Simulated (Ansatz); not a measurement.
Ansatz (a first-principles code) input (B2PLYP/def2-TZVPD):

Ansatz 0.2 input:
```yaml
crystal:
  periodic: [false, false, false]
  atoms:
    - {symbol: C, position_ang: [0.00000000, 0.00000000, 0.00000000]}
    - {symbol: Te, position_ang: [-0.00000000, -0.00000000, -1.90330842]}
    - {symbol: Te, position_ang: [0.00000000, 0.00000000, 1.90330842]}
basis:
  gaussian:
    orbitals: def2-TZVPD
hamiltonian:
  xc: {name: B2PLYP}
total_charge: -1
magnetization: {spin_polarized: true, initial_magnetization: 1}
correlation: {electrons: outside_noble_gas}
```

End of the output:

```
integrals: 0.22 GiB planned
1307 factors; integrals over basis functions are off by at most 7.2e-4 eV
mean field: 1.15 GiB planned
mean field evaluation 1: about -15603.5659 eV, gradient 9.0e0 eV
mean field evaluation 2: about -15603.5937 eV, gradient 9.0e0 eV
mean field evaluation 4: about -15604.0676 eV, gradient 3.7e0 eV
mean field evaluation 8: about -15604.1518 eV, gradient 1.5e-1 eV
mean field evaluation 16: about -15604.1533 eV, gradient 1.6e-3 eV
mean field evaluation 32: about -15604.1225 eV, gradient 8.4e-1 eV
mean field -15604.15326663 eV, -573.4420556738 hartree, gradient 6.4e-6 eV, S^2 0.771375; 2 other end points of the search recorded, 0 dependent functions left out
19 core orbitals not correlated
reference -15604.15339623 eV, -573.4420604365 hartree; 9, 8 occupied and 127, 128 virtual orbitals, 1307 factors
second order -14.24991978 eV of doubles, -0.00000000 eV of singles
Total energy: -15608.00087457 eV, -573.5834526576 hartree
```

This state (charge -1, doublet) is run at the relaxed geometry of the species with charge 0 and multiplicity 1.
